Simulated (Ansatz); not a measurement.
MnF₃. Total charge 0; quintet. Geometry r2SCAN-D4/def2-TZVP, basis def2-TZVP, Ansatz.

```
run  HOMO (eV)  LUMO (eV)
  A     -12.44      -2.54
  B      -7.89      -5.90
  C      -8.95      -5.59
  D      -9.48      -5.17
  E     -10.48      -5.07
  F      -7.16      -6.13
```

B3LYP takes the VWN-RPA correlation.

HOMO and LUMO are taken over both spins.

Question: The runs used B3LYP, LDA (SPW92), r2SCAN, r2SCAN0, r2SCANh, ωB97X-V. Estimate which is which.

Answer: A ωB97X-V (range-separated); B r2SCAN (0 % exact exchange); C r2SCANh (10 % exact exchange); D B3LYP (20 % exact exchange); E r2SCAN0 (25 % exact exchange); F LDA (SPW92) (0 % exact exchange). Exact exchange lowers occupied and raises empty levels; among semilocal functionals meta-GGAs tend to open the gap a little, and such runs are hard to tell apart. The gap grows from 1.03 eV (LDA (SPW92)) to 9.90 eV (ωB97X-V).
